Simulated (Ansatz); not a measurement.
Species: C$_{2}$H$_{7}$BO$_{2}$ (charge 0, singlet). SMILES: COBOC
Coordinates optimised at B3LYP-D3(BJ)/def2-TZVP (Ansatz, a first-principles code):
```xyz
12

B      0.1629     0.7393     0.2257
O      0.7528    -0.4510    -0.0634
C      2.1594    -0.6318     0.0074
O     -1.1821     0.8705     0.1461
C     -2.0056    -0.2281    -0.2401
H      0.8032     1.6932     0.5545
H      2.6654     0.2863     0.3142
H      2.5289    -0.9350    -0.9732
H      2.3807    -1.4214     0.7269
H     -1.7481    -0.5755    -1.2423
H     -1.8962    -1.0615     0.4562
H     -3.0366     0.1207    -0.2301
```
Charge 0, spin multiplicity 1.

Wanted: atomisation energy (electronic, to ground-state atoms), in kcal/mol. Correlated levels leave the core frozen unless marked. Open shells are spin-unrestricted. Spin-orbit coupling is left out. Non-relativistic. The coupled-cluster limit lacks core correlation, which all-electron functionals hold. CBS(X,Y): correlation extrapolated as X^-3; Hartree-Fock from the larger set. The bracket is a focal-point correction in the basis named.

```tsv
level	program	atomisation energy (kcal/mol)
B3LYP-D3(BJ)/def2-TZVPD	Ansatz + dftd3	(withheld)
BHLYP/def2-TZVPD	Ansatz	(withheld)
r2SCAN0-D4/def2-TZVPD	Ansatz + dftd4	1134.9
wB97X/def2-TZVPD	Ansatz	(withheld)
PBE-QIDH/def2-TZVPD	Ansatz	1138.7
SCS-MP2/STO-3G	Ansatz	1143.3
RI-MP2/CBS(cc-pVTZ,cc-pVQZ)+[CCSD(T)-MP2]/cc-pVTZ	Ansatz	1150.1
```

What belongs in the gaps?


- B3LYP-D3(BJ)/def2-TZVPD, atomisation energy (kcal/mol): 1151.4
- BHLYP/def2-TZVPD, atomisation energy (kcal/mol): 1112.5
- wB97X/def2-TZVPD, atomisation energy (kcal/mol): 1146.3
